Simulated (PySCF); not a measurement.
## Arsenic: a sound run and one with changed settings

Sound run: As [Ar] 3d10 4s2 4p3, As⁺ [Ar] 3d10 4s2 4p2. Calculation: PySCF 2.14, in x2c-SVPall (5s4p3d, 32 functions); scalar relativity by spin-free X2C-1e. In the sound run the correlated levels freeze [Ar] 3d10. The sound run starts from symmetry-adapted Hartree-Fock orbitals and uses a fine grid where one is needed.

Changed run: the non-relativistic Hamiltonian (point nucleus). This setting is unsound on purpose.

```csv
species,method,sound run (hartree),changed run (hartree),converged
As,UHF,-2258.62266,-2223.66055,yes
As,PBE0,-2260.04405,-2225.08339,yes
As,r2SCAN,-2260.30612,-2225.34490,yes
As,MP2,-2258.67877,-2223.71713,yes
As,CCSD(T),-2258.69421,-2223.73308,yes
As⁺,UHF,-2258.27608,-2223.30939,yes
As⁺,PBE0,-2259.67908,-2224.71371,yes
As⁺,r2SCAN,-2259.93498,-2224.96921,yes
As⁺,MP2,-2258.31988,-2223.35375,yes
As⁺,CCSD(T),-2258.33699,-2223.37179,yes
```

Ionisation energy of As:

| method | sound run (eV) | changed run (eV) |
| --- | --- | --- |
| UHF | 9.431 | 9.555 |
| PBE0 | 9.931 | 10.060 |
| r2SCAN | 10.099 | 10.223 |
| MP2 | 9.766 | 9.888 |
| SCS-MP2 | 9.645 | 9.769 |
| CCSD | 9.715 | 9.826 |
| CCSD(T) | 9.720 | 9.831 |

Most of the change in total energy is the relativistic energy itself. On top of that the contraction fixes the core shape for the Hamiltonian it was made with, so the changed run is not a good calculation with the other Hamiltonian either.

For comparison, NIST gives 9.789 eV between the lowest levels.
